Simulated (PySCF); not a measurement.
PySCF input for BaF₂, SMILES [F][Ba][F] (connectivity only; charge and spin as stated), charge +1, multiplicity 2, TDA-PBE/def2-TZVPD. Coordinates come from a B3LYP-D3(BJ)/def2-TZVP optimisation. The spin state was assumed, not searched. The isomer is the one that the SMILES or the coordinates give; other isomers of the formula were not compared. The def2 effective core potentials stand for the cores of Ba; spin–orbit coupling is left out.

```python
import numpy as np
from pyscf import gto, scf, dft, tdscf

mol = gto.M(
    atom='''
    Ba    0.00000000    0.00000000    0.51511282
    F     0.00000000   -0.99219428   -1.60257323
    F     0.00000000    0.99219428   -1.60257323
    ''',
    basis='def2-TZVPD',
    ecp={'Ba': 'def2-tzvp'},
    charge=1,
    spin=1,
    max_memory=1600,
    verbose=4,
)
mf = dft.UKS(mol, xc='pbe').density_fit(auxbasis='def2-universal-jkfit')
mf.grids.level = 3
mf.conv_tol = 1e-9
mf.max_cycle = 100
mf.kernel()
fine, coarse = mf.grids, dft.Grids(mol).set(level=1).build(with_non0tab=True)
for _ in range(3):  # follow internal instabilities
    mf.grids = coarse
    mo, _, stable, _ = mf.stability(return_status=True, nroots=4)
    mf.grids = fine
    if stable:
        break
    mf.kernel(mf.make_rdm1(mo, mf.mo_occ))
mf.grids = dft.Grids(mol).set(level=1).build(with_non0tab=True)  # coarser grid for the response kernel
td = tdscf.TDA(mf)
td.nstates = 10
td.conv_tol = 1e-4
td.positive_eig_threshold = 1e-6
td.kernel(x0=td.get_init_guess(mf, 15))
td.analyze(verbose=3)
```

It prints:

```
PySCF version 2.14.0

[INPUT] verbose = 4
[INPUT] num. atoms = 3
[INPUT] num. electrons = 27
[INPUT] charge = 1
[INPUT] spin (= nelec alpha-beta = 2S) = 1
[INPUT] symmetry False subgroup None
[INPUT] Mole.unit = angstrom
[INPUT] Symbol           X                Y                Z      unit          X                Y                Z       unit  Magmom
[INPUT]  1 Ba     0.000000000000   0.000000000000   0.515112820000 AA    0.000000000000   0.000000000000   0.973422153052 Bohr   0.0
[INPUT]  2 F      0.000000000000  -0.992194280000  -1.602573230000 AA    0.000000000000  -1.874975451560  -3.028424499260 Bohr   0.0
[INPUT]  3 F      0.000000000000   0.992194280000  -1.602573230000 AA    0.000000000000   1.874975451560  -3.028424499260 Bohr   0.0

nuclear repulsion = 62.3306139902462
number of shells = 42
number of NR pGTOs = 170
number of NR cGTOs = 120
basis = def2-TZVPD
ecp = {'Ba': 'def2-tzvp'}


[settings echo left out]
init E= -219.707175670618
  alpha nocc = 14  HOMO = -0.532131234460255  LUMO = -0.243628719651854
  beta  nocc = 13  HOMO = -0.577513617396049  LUMO = -0.532131234460255

WARN: HOMO -0.532131234460255 >= LUMO -0.532131234460255

cycle= 1 E= -224.845642945251  delta_E= -5.14  |g|= 0.386  |ddm|= 5.09
  alpha nocc = 14  HOMO = -0.347904165693362  LUMO = -0.243096220604329
  beta  nocc = 13  HOMO = -0.350273953857499  LUMO = -0.283806992698207
  HOMO = -0.347904165693  LUMO = -0.283806992698  gap/eV = 1.74417
cycle= 2 E= -224.670867929586  delta_E= 0.175  |g|= 0.818  |ddm|= 0.781
  alpha nocc = 14  HOMO = -0.489775219307128  LUMO = -0.239151242598393
  beta  nocc = 13  HOMO = -0.480453292856896  LUMO = -0.419443935827253
  HOMO = -0.480453292857  LUMO = -0.419443935827  gap/eV = 1.66015
cycle= 3 E= -224.900652090559  delta_E= -0.23  |g|= 0.0689  |ddm|= 0.458
  alpha nocc = 14  HOMO = -0.485703295907301  LUMO = -0.247711082783075
  beta  nocc = 13  HOMO = -0.476423133470738  LUMO = -0.41274114020381
  HOMO = -0.476423133471  LUMO = -0.412741140204  gap/eV = 1.73288
cycle= 4 E= -224.902569860997  delta_E= -0.00192  |g|= 0.0219  |ddm|= 0.0881
  alpha nocc = 14  HOMO = -0.48501872979538  LUMO = -0.247935831557784
  beta  nocc = 13  HOMO = -0.47526787181215  LUMO = -0.410761351853107
  HOMO = -0.475267871812  LUMO = -0.410761351853  gap/eV = 1.75531
cycle= 5 E= -224.902745145685  delta_E= -0.000175  |g|= 0.00511  |ddm|= 0.0188
  alpha nocc = 14  HOMO = -0.486248915592019  LUMO = -0.247406735141884
  beta  nocc = 13  HOMO = -0.476199749145007  LUMO = -0.411542527828637
  HOMO = -0.476199749145  LUMO = -0.411542527829  gap/eV = 1.75941
cycle= 6 E= -224.902759712979  delta_E= -1.46e-05  |g|= 0.000547  |ddm|= 0.00624
  alpha nocc = 14  HOMO = -0.486318616172071  LUMO = -0.247432051712866
  beta  nocc = 13  HOMO = -0.476187220742539  LUMO = -0.411499909382634
  HOMO = -0.476187220743  LUMO = -0.411499909383  gap/eV = 1.76023
cycle= 7 E= -224.902759853916  delta_E= -1.41e-07  |g|= 0.000194  |ddm|= 0.000584
  alpha nocc = 14  HOMO = -0.48630527615544  LUMO = -0.247444037330921
  beta  nocc = 13  HOMO = -0.476161764575573  LUMO = -0.41147223019388
  HOMO = -0.476161764576  LUMO = -0.411472230194  gap/eV = 1.76029
cycle= 8 E= -224.902759868898  delta_E= -1.5e-08  |g|= 2.01e-05  |ddm|= 0.000173
  alpha nocc = 14  HOMO = -0.486298218815818  LUMO = -0.247443546447371
  beta  nocc = 13  HOMO = -0.476152736277479  LUMO = -0.411464071529625
  HOMO = -0.476152736277  LUMO = -0.41146407153  gap/eV = 1.76027
cycle= 9 E= -224.902759869097  delta_E= -1.99e-10  |g|= 6.61e-06  |ddm|= 2.36e-05
  alpha nocc = 14  HOMO = -0.486302425812513  LUMO = -0.24744352382908
  beta  nocc = 13  HOMO = -0.476156637306045  LUMO = -0.411468332878091
  HOMO = -0.476156637306  LUMO = -0.411468332878  gap/eV = 1.76026
Extra cycle  E= -224.902759869057  delta_E= 3.97e-11  |g|= 1.31e-05  |ddm|= 9.93e-06
converged SCF energy = -224.902759869057  <S^2> = 0.7533279  2S+1 = 2.0033251
tot grids = 19480
uhf_internal: lowest eigs of H = [0.80672395 0.81162868 0.81259188 0.82201304]
<class 'pyscf.df.df_jk.DFUKS'> wavefunction is stable in the internal stability analysis
tot grids = 19480
Overwritten attributes  positive_eig_threshold  of <class 'pyscf.tdscf.uks.TDA'>


******** <class 'pyscf.tdscf.uks.TDA'> for <class 'pyscf.df.df_jk.DFUKS'> ********
nstates = 10
deg_eia_thresh = 1.000e-03
wfnsym = None
conv_tol = 0.0001
eigh lindep = 1e-12
eigh level_shift = 0
eigh max_cycle = 100


Excitation energies (eV)
[1.65553315 2.19471328 2.40203789 2.59086282 5.42541039 6.2086828
 6.50657335 6.61089544 6.73651285 6.81605207]

** Excitation energies and oscillator strengths **
Excited State   1:      1.65553 eV    748.91 nm  f=0.0001
Excited State   2:      2.19471 eV    564.92 nm  f=0.0000
Excited State   3:      2.40204 eV    516.16 nm  f=0.0001
Excited State   4:      2.59086 eV    478.54 nm  f=0.0000
Excited State   5:      5.42541 eV    228.53 nm  f=0.1601
Excited State   6:      6.20868 eV    199.69 nm  f=0.0000
Excited State   7:      6.50657 eV    190.55 nm  f=0.0001
Excited State   8:      6.61090 eV    187.55 nm  f=0.0000
Excited State   9:      6.73651 eV    184.05 nm  f=0.0007
Excited State  10:      6.81605 eV    181.90 nm  f=0.0019
```

The run converged.
